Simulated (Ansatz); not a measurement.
One change: `N#C[SiH]1CS1` becomes `[SeH][SiH]1CS1`.

Ansatz, PBE0-D4/def2-TZVP geometries, multiplicity 1. Each molecule was computed in one conformer, which needn't be the lowest.

Scalar relativity is left out up to krypton.

```json
{"property": "LUMO energy (PBE0/def2-TZVPP) / eV", "`N#C[SiH]1CS1`": "-1.58"}
{"property": "HOMO–LUMO gap (PBE0/def2-TZVPP) / eV", "`N#C[SiH]1CS1`": "6.08"}
{"property": "LUMO energy (B3LYP/def2-TZVPP) / eV", "`N#C[SiH]1CS1`": "-1.77"}
{"property": "LUMO energy (ωB97M-V/def2-TZVPP) / eV", "`N#C[SiH]1CS1`": "0.38"}
{"property": "LUMO energy (PBE/def2-TZVPP) / eV", "`N#C[SiH]1CS1`": "-2.45"}
{"property": "HOMO–LUMO gap (B3LYP/def2-TZVPP) / eV", "`N#C[SiH]1CS1`": "5.63"}
```

Q: Give the same properties after the change, and the shifts. (An estimate is asked.)

A: The calculation gave: 
| property | `[SeH][SiH]1CS1` | shift |
| --- | --- | --- |
| LUMO energy (PBE0/def2-TZVPP) / eV | -0.62 | 0.96 |
| HOMO–LUMO gap (PBE0/def2-TZVPP) / eV | 6.39 | 0.31 |
| LUMO energy (B3LYP/def2-TZVPP) / eV | -0.84 | 0.93 |
| LUMO energy (ωB97M-V/def2-TZVPP) / eV | 1.29 | 0.91 |
| LUMO energy (PBE/def2-TZVPP) / eV | -1.50 | 0.95 |
| HOMO–LUMO gap (B3LYP/def2-TZVPP) / eV | 5.92 | 0.29 |

With PBE0 the HOMO rises by 0.65 eV and the LUMO rises by 0.96 eV, so the gap widens by about 0.31 eV. PBE moves the HOMO by 0.60 eV and ωB97M-V by 0.71 eV.

B3LYP here is the variant with VWN-RPA as its local correlation; programs differ in this.

Spin–orbit coupling is left out; it splits and shifts lone-pair levels of the heavy atoms by tenths of an eV.
